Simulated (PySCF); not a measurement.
Method: PySCF 2.14.0 with PBE-D3(BJ)/def2-TZVP. Gas-phase values, no solvent. One relaxed conformer stands for a flexible species; it need not be the lowest. 

Reference species (SMILES): `[OH][SnH3]` (neutral, multiplicity 1).

The LUMO is -1.43 eV. The S1 oscillator strength is 0.016.

Changed species: `[Sn]([OH])([OH])([OH])[OH]` (4 of 4 H replaced by OH; the reference has 1 of 4 H replaced by OH).

Q: Give the shifts of the LUMO and S1 oscillator strength.

A: the LUMO falls by 1.47 eV, to -2.90 eV; the S1 oscillator strength stays essentially unchanged.
